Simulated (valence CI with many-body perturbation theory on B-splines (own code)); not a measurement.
# Valence orbitals of Sb29+

Method: valence CI with perturbative core correlation (CI+MBPT): four valence electrons over a frozen Dirac-Fock core [Ar], a basis of 7 s, 7 p, 8 d, 6 f, 4 g, 1 h functions for each j, with the one-electron correlation potential Σ1 (screened to all orders), the two-electron term Σ2, the three-electron term Σ3, Breit, model QED; selected single and double excitations, second order for the rest, scaled by the run's own slope (own B-spline code, finite nucleus).

The last digits are not significant, and no measured levels were compared; by estimate large intervals hold to a few tenths of a per cent, small ones and those within an open d or f shell to about a per cent. Only levels of the ground parity were solved; by the run's estimate the other parity begins above the list, which can be wrong where configurations are misplaced.

These are the spectroscopic orbitals of the CI (the correlating ones are not listed), shaped by the core and the other valence electrons. h is the expectation value of the core's Dirac-Fock operator, without the valence repulsion; Σ1 is computed up to l = 3 at one energy for each symmetry, that of its lowest orbital but kept below the first core excitation, so for empty shells it is not the orbital's own correlation shift; Breit and QED include the response of the core.

| Orbital | h (hartree) | Σ1 (cm⁻¹) | Breit (cm⁻¹) | QED (cm⁻¹) | ⟨r⟩ (bohr) |
| --- | --- | --- | --- | --- | --- |
| 4s1/2 | -42.506 | -7403 | 3283 | 2389 | 0.6179 |
| 5s1/2 | -25.841 | -2772 | 1578 | 1164 | 1.015 |
| 6s1/2 | -17.381 | -1376 | 863 | 645 | 1.514 |
| 4p1/2 | -40.788 | -9430 | 5183 | -110 | 0.6169 |
| 5p1/2 | -25.001 | -3456 | 2557 | -52.0 | 1.023 |
| 6p1/2 | -16.909 | -1702 | 1424 | -28.4 | 1.531 |
| 4p3/2 | -40.022 | -9068 | 3253 | 132 | 0.6298 |
| 5p3/2 | -24.634 | -3398 | 1607 | 67.2 | 1.039 |
| 6p3/2 | -16.705 | -1688 | 936 | 38.1 | 1.551 |
| 3d3/2 | -71.681 | -21715 | 6695 | -661 | 0.2713 |
| 4d3/2 | -37.503 | -9225 | 2350 | -178 | 0.6086 |
| 5d3/2 | -23.433 | -3597 | 1150 | -82.0 | 1.036 |
| 3d5/2 | -71.2 | -20943 | 3130 | -377 | 0.2741 |
| 4d5/2 | -37.335 | -9028 | 1150 | -87.4 | 0.6119 |
| 5d5/2 | -23.351 | -3509 | 556 | -38.5 | 1.040 |
| 4f5/2 | -35.038 | -19798 | 176 | -98.0 | 0.5590 |
| 5f5/2 | -22.306 | -8211 | 79.5 | -48.0 | 1.002 |
| 4f7/2 | -34.986 | -17963 | -181 | -65.9 | 0.5604 |
| 5f7/2 | -22.277 | -7419 | -76.2 | -31.3 | 1.003 |
| 5g7/2 | -21.702 |  | 10.5 | -10.1 | 0.9081 |
| 5g9/2 | -21.69 |  | -20.5 | -2.4 | 0.9088 |

Among the shells of the start configuration 3d4, Σ1 is largest in size for 3d3/2, where it is 0.14 % of h.

Lowest root of each symmetry, sizes in configuration state functions:

| J | Parity | Roots | Reference | Variational | Second order | Change by selected CI (cm⁻¹) | Change by second order (cm⁻¹) |
| --- | --- | --- | --- | --- | --- | --- | --- |
| 0 | even | 5 | 37 | 4376 | 12751 | -9952 | -1 |
| 1 | even | 4 | 93 | 11238 | 14265 | -8509 | -1 |
| 2 | even | 8 | 133 | 16580 | 20777 | -8231 | -1 |
| 3 | even | 6 | 136 | 17847 | 24493 | -8597 | -1 |
| 4 | even | 7 | 121 | 17393 | 39959 | -9696 | -2 |
| 5 | even | 2 | 88 | 13587 | 2252 | -9889 | -3 |
| 6 | even | 2 | 56 | 10679 | 1277 | -10059 | -2 |
